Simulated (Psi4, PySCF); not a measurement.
The Psi4 input:
```
memory 2 GB

molecule mol {
1 1
C     0.156834    2.534257   -0.347859
O    -0.537084    1.317305   -0.096185
B    -0.124838    0.080010    0.000554
O    -0.802504   -1.025435    0.180717
C    -2.222883   -1.163896    0.268448
O     1.380329   -0.199755   -0.135851
C     1.905510   -1.529007    0.093276
H     0.844608    2.428267   -1.187666
H     0.694947    2.851687    0.547406
H    -0.598752    3.279958   -0.591039
H    -2.715287   -0.194729    0.222363
H    -2.446431   -1.658715    1.212787
H    -2.547655   -1.791822   -0.560504
H     1.948700    0.470369    0.276337
H     2.911386   -1.573423   -0.321513
H     1.914593   -1.770253    1.155556
H     1.255388   -2.226431   -0.429140
}

set {
  basis def2-svp
  reference rks
  scf_type pk
  puream true
  d_convergence 1e-8
  dft_radial_points 99
  dft_spherical_points 590
}

energy('bhhlyp')
print_variables()
```

### Question
Give the equivalent PySCF input.

### Answer
One answer among several that fit: 
```python
from pyscf import gto, scf, dft

mol = gto.Mole()
mol.atom = '''
    C     0.15683431    2.53425652   -0.34785853
    O    -0.53708415    1.31730493   -0.09618469
    B    -0.12483788    0.08001048    0.00055359
    O    -0.80250431   -1.02543469    0.18071736
    C    -2.22288310   -1.16389613    0.26844763
    O     1.38032908   -0.19975549   -0.13585076
    C     1.90550999   -1.52900677    0.09327589
    H     0.84460794    2.42826681   -1.18766603
    H     0.69494662    2.85168721    0.54740565
    H    -0.59875153    3.27995768   -0.59103949
    H    -2.71528689   -0.19472882    0.22236326
    H    -2.44643146   -1.65871481    1.21278740
    H    -2.54765464   -1.79182191   -0.56050416
    H     1.94869990    0.47036884    0.27633700
    H     2.91138608   -1.57342308   -0.32151260
    H     1.91459255   -1.77025310    1.15555638
    H     1.25538843   -2.22643081   -0.42914037
'''
mol.basis = 'def2-svp'
mol.charge = 1
mol.verbose = 4
mol.build()

mf = dft.RKS(mol)
mf.xc = 'bhandhlyp'
mf.grids.atom_grid = (99, 590)
mf.grids.prune = None
mf.kernel()
```

Both were run: Psi4 gave -370.226168 Eh and PySCF -370.226167 Eh, 0.001 mEh apart.
